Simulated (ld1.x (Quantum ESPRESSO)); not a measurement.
# u(r) = r·R(r): atom against pseudo-atom (boron (B))

Columns: radius, all-electron u(r) and pseudo u(r) of the 2p shell (level -3.56 eV) of boron in the configuration [He] 2s2 2p1; PBEsol, scalar-relativistic, TM scheme, ld1.x (Quantum ESPRESSO) 7.5.

| r (bohr) | all-electron | pseudo |
| --- | --- | --- |
| 0.148 | 0.0530 | 0.0179 |
| 0.295 | 0.1543 | 0.0691 |
| 0.443 | 0.2621 | 0.1482 |
| 0.590 | 0.3585 | 0.2451 |
| 0.738 | 0.4396 | 0.3499 |
| 0.885 | 0.5048 | 0.4500 |
| 1.033 | 0.5550 | 0.5369 |
| 1.180 | 0.5902 | 0.6028 |
| 1.328 | 0.6125 | 0.6457 |
| 1.475 | 0.6237 | 0.6661 |
| 1.623 | 0.6258 | 0.6679 |
| 1.770 | 0.6205 | 0.6560 |
| 1.918 | 0.6095 | 0.6354 |
| 2.065 | 0.5941 | 0.6106 |
| 2.213 | 0.5752 | 0.5841 |
| 2.360 | 0.5541 | 0.5579 |
| 2.508 | 0.5311 | 0.5323 |
| 2.655 | 0.5072 | 0.5075 |
| 2.802 | 0.4828 | 0.4828 |
| 2.950 | 0.4580 | 0.4580 |
| 3.098 | 0.4335 | 0.4335 |
| 3.245 | 0.4095 | 0.4095 |
| 3.393 | 0.3859 | 0.3859 |
| 3.540 | 0.3633 | 0.3633 |
| 3.688 | 0.3414 | 0.3414 |
| 3.835 | 0.3206 | 0.3206 |

Question: How many radial nodes do the two functions have?

Answer: The all-electron 2p function has n − l − 1 = 0; the pseudo-wave has 0.

Question: At about which radius was the pseudo-wave matched?

Answer: 2.95 bohr. The columns agree to 0.0005 from 2.65 bohr on; several derivatives are matched, so the curves merge somewhat inside the radius.

Question: Is the pseudo-wave norm-conserving?

Answer: Yes: the TM scheme keeps the norm inside the radius equal to the all-electron one, which fixes the energy derivative of the logarithmic derivative at the level.
